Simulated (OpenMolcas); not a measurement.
# Si³⁺: effect of the IPEA shift

- Program: OpenMolcas 26.06
- Basis: ANO-RCC-VQZP [6s5p3d2f1g]
- Scalar Hamiltonian: DKH2, point nucleus
- Active space: 1 electron in 4 orbitals (3s 3p)
- State averaging: 2S+1 = 2 even, 1 root; 2S+1 = 2 odd, 3 roots
- Spin-orbit coupling: RASSI with atomic mean-field integrals over the reference wave functions, term energies averaged over their components

Methods on the same reference wave functions:
A. CASSCF
B. SS-CASPT2, IPEA 0.25 Eh, imaginary shift 0.1 Eh (closed shells correlated: 2s 2p)
C. SS-CASPT2, IPEA 0.5 Eh, imaginary shift 0.1 Eh (closed shells correlated: 2s 2p)

Energies in cm⁻¹ above 3s ²S_1/2, the measured ground level; measured values from NIST levels in Kelleher and Podobedova, J. Phys. Chem. Ref. Data 37, 1285 (2008).

```csv
Level,A,B,C,Measured
3s ²S_1/2,0.0,0.0,0.0,0.0
3p ²P°_1/2,70702,71057,71056,71288
3p ²P°_3/2,71083,71439,71437,71749
```

Deviations, from unrounded energies. A percentage is the sum of absolute deviations over the sum of measured energies, with the sign that they share, or ± where signs differ.

```
           Against measurement  Levels     A     B     C
mean absolute deviation (cm-1)       2   630   270   270
      other configurations (%)       2  -0.9  -0.4  -0.4
```

B, C lie about equally close to measurement and A furthest from it. The largest miss of B in the table is 3p ²P°_3/2, by -310 cm-1. The ranking rests on the paired levels alone, and a cruder setting can come out closer through cancelling errors.

Between B and C no level of the table moves by more than 5 cm-1.

The lowest spin-free term lies below A's lowest term by 0.051 hartree in B, 0.051 hartree in C.

With one active electron the reference holds no correlation, so core polarisation is missing (holds for A). With one active electron, CASPT2 adds the correlation within the correlated inactive shells and between them and that electron, and leaves the splitting within a term as the reference gives it (holds for B; C). Computed and measured levels are paired by configuration, term and J; levels that our copy of the source lacks, or whose pairing is in doubt (as where it misses far off the trend of its configuration), stay unpaired and out of the deviations. Levels of configurations outside the active space are missing.

° marks odd parity.
